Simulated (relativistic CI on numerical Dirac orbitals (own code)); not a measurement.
Line list: Electric-dipole lines, Tm¹⁹⁺

Computed by Dirac-Coulomb-Breit CI, orbitals from a KLI potential per configuration, model QED, unscaled Slater integrals (own radial code, finite nucleus).

CI space (outside the closed core [Ar] 3d10): 4s2.4p6.4d10.4f4, 4s2.4p6.4d10.4f3.5s, 4s2.4p6.4d10.4f2.5s2, 4s2.4p6.4d10.4f3.5p, 4s2.4p6.4d10.4f2.5s.5p, 4s2.4p6.4d9.4f5, 4s2.4p6.4d10.4f2.5p2, 4s2.4p6.4d10.4f2.5s.5d, 4s2.4p6.4d10.4f3.5d, 4s2.4p6.4d10.4f2.5p.5d, 4s2.4p6.4d9.4f3.5s2, 4s2.4p5.4d10.4f5, 4s2.4p6.4d10.4f3.5f, 4s2.4p6.4d10.4f2.5d2, 4s2.4p6.4d9.4f4.5s, 4s2.4p6.4d10.4f3.6s, 4s2.4p6.4d10.4f3.5g, 4s2.4p6.4d10.4f3.6d, 4s.4p6.4d10.4f5. Levels of other configurations are missing.

```csv
λ vac (nm),Lower,Upper,A (s⁻¹),log gf,S velocity/length
24.889,4s2.4p6.4d10.4f3.5s 3I°_7 [161],4s2.4p6.4d10.4f3.5p 3K_8 [399],1.87e+10,0.47,0.77
24.891,4s2.4p6.4d10.4f3.5s 3I°_6 [155],4s2.4p6.4d10.4f3.5p 3K_7 [389],2.36e+10,0.52,0.76
24.989,4s2.4p6.4d10.4f3.5s 3K°_6 [131],4s2.4p6.4d10.4f3.5p 3I_5 [342],2.16e+10,0.35,0.56
25.055,4s2.4p6.4d10.4f3.5s 5I°_8 [113],4s2.4p6.4d10.4f3.5p 3K_8 [290],1.45e+10,0.37,0.63
25.201,4s2.4p6.4d10.4f3.5s 3K°_7 [132],4s2.4p6.4d10.4f3.5p 1L_8 [339],1.95e+10,0.50,0.77
25.221,4s2.4p6.4d10.4f3.5s 5I°_4 [108],4s2.4p6.4d10.4f3.5p 5H_3 [266],2.98e+10,0.30,0.56
25.305,4s2.4p6.4d10.4f3.5s 3K°_8 [139],4s2.4p6.4d10.4f3.5p 3L_9 [348],3.24e+10,0.77,0.77
25.367,4s2.4p6.4d10.4f3.5s 5G°_5 [137],4s2.4p6.4d10.4f3.5p 5H_6 [340],2.75e+10,0.54,0.70
25.506,4s2.4p6.4d10.4f3.5s 5I°_5 [109],4s2.4p6.4d10.4f3.5p 5I_6 [267],2.13e+10,0.43,0.70
25.513,4s2.4p6.4d10.4f3.5s 3H°_6 [128],4s2.4p6.4d10.4f3.5p 3I_7 [319],2.69e+10,0.59,0.72
25.564,4s2.4p6.4d10.4f3.5s 5G°_6 [143],4s2.4p6.4d10.4f3.5p 5H_7 [347],2.94e+10,0.64,0.70
25.578,4s2.4p6.4d10.4f3.5s 5I°_6 [110],4s2.4p6.4d10.4f3.5p 5K_7 [270],2.51e+10,0.57,0.71
25.598,4s2.4p6.4d10.4f3.5s 5I°_4 [108],4s2.4p6.4d10.4f3.5p 5I_4 [264],2.11e+10,0.27,0.61
25.621,4s2.4p6.4d10.4f3.5s 5I°_8 [113],4s2.4p6.4d10.4f3.5p 5K_9 [281],3.29e+10,0.79,0.73
25.621,4s2.4p6.4d10.4f3.5s 5I°_7 [112],4s2.4p6.4d10.4f3.5p 5K_8 [277],2.88e+10,0.68,0.72
25.669,4s2.4p6.4d10.4f3.5s 5F°_5 [125],4s2.4p6.4d10.4f3.5p 5G_6 [308],2.38e+10,0.49,0.69
25.748,4s2.4p6.4d10.4f3.5s 3G°_5 [146],4s2.4p6.4d10.4f3.5p 3H_6 [350],2.80e+10,0.56,0.70
25.780,4s2.4p6.4d10.4f3.5s 3I°_5 [111],4s2.4p6.4d10.4f3.5p 3K_6 [276],2.03e+10,0.42,0.74
25.801,4s2.4p6.4d10.4f3.5s 5I°_5 [109],4s2.4p6.4d10.4f3.5p 5I_5 [265],1.73e+10,0.28,0.59
25.885,4s2.4p6.4d10.4f3.5s 3G°_5 [118],4s2.4p6.4d10.4f3.5p 3H_6 [289],1.88e+10,0.39,0.69
25.895,4s2.4p6.4d10.4f3.5s 3I°_6 [115],4s2.4p6.4d10.4f3.5p 3H_5 [282],1.81e+10,0.30,0.54
25.927,4s2.4p6.4d10.4f3.5s 3I°_6 [115],4s2.4p6.4d10.4f3.5p 3K_7 [280],1.72e+10,0.41,0.74
26.040,4s2.4p6.4d10.4f3.5s 3I°_5 [111],4s2.4p6.4d10.4f3.5p 3I_5 [271],1.87e+10,0.32,0.62
26.050,4s2.4p6.4d10.4f3.5s 3I°_7 [122],4s2.4p6.4d10.4f3.5p 3K_8 [290],1.63e+10,0.45,0.74
26.073,4s2.4p6.4d10.4f3.5s 3K°_8 [139],4s2.4p6.4d10.4f3.5p 3K_8 [326],1.39e+10,0.38,0.58
26.176,4s2.4p6.4d10.4f3.5s 3K°_7 [132],4s2.4p6.4d10.4f3.5p 3K_7 [311],1.60e+10,0.39,0.58
26.275,4s2.4p6.4d10.4f3.5s 3I°_6 [115],4s2.4p6.4d10.4f3.5p 3I_6 [278],1.74e+10,0.37,0.61
26.315,4s2.4p6.4d10.4f3.5s 1K°_7 [144],4s2.4p6.4d10.4f3.5p 1K_7 [329],1.57e+10,0.39,0.59
26.528,4s2.4p6.4d10.4f3.5s 3I°_7 [122],4s2.4p6.4d10.4f3.5p 3I_7 [284],1.76e+10,0.44,0.61
36.325,4s2.4p6.4d10.4f3.5s 5I°_8 [113],4s2.4p6.4d10.4f3.5p 5H_7 [197],7.09e+09,0.32,0.35
```

Terms are leading LS components. Brackets give the number of a level in order of energy, since labels repeat. The list gives strong lines, with weight on those to low levels, among the lowest 400 of 9784 levels, so that lines to higher ones, which can be the strongest, are missing. Levels whose partners in the same complex of configurations lie outside the list can be far off, and so can their lines. Rates are taken at the computed energies, electric ones in the length gauge. A velocity-to-length ratio far from 1 marks an uncertain rate.

At this charge energies of transitions that change n are usually good to better than 1 %, and those within a shell (Δn = 0) to a few per cent. Terms inside the open d or f shell come out 10 to 20 % too wide with unscaled integrals.

LS names give the leading component of a level, which can be under half, so a name can repeat, a term be missing and a line seem to break the LS rules.
